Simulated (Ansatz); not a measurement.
Correlation energies of C2H5GaO by basis set

```csv
atom,x (Å),y (Å),z (Å)
C1,0.448,-0.540,0.710
Ga2,-0.409,-0.218,-2.952
C3,-0.335,0.596,0.084
O4,-0.499,0.433,-1.289
H5,-0.064,-1.493,0.553
H6,0.560,-0.385,1.787
H7,1.445,-0.608,0.269
H8,0.178,1.547,0.277
H9,-1.323,0.668,0.560
```

Charge 0, multiplicity 1. Correlated methods include outer-core shells of Ga, which these sets cover unevenly. Scalar relativity is left out up to krypton. The bonds changed during the relaxation, so this is another structure than the one it started from. All single points use the PBE0-D4/def2-TZVP geometry. Frozen core, restricted reference, the Gaussian-basis code of Ansatz.

| basis | HF (Eh) | MP2 corr. |
| --- | --- | --- |
| def2-SVP | -2076.42200 | -0.66402 |
| def2-TZVPP | -2076.84899 | -0.78927 |
| def2-QZVPP | -2076.89663 | -1.07905 |

Question: Estimate the CCSD correlation energy and the (T) correction in each basis where they were run (hartree).

Answer: 
| basis | CCSD corr. | (T) |
| --- | --- | --- |
| def2-SVP | -0.69181 | -0.02157 |
| def2-TZVPP | -0.81108 | -0.03326 |
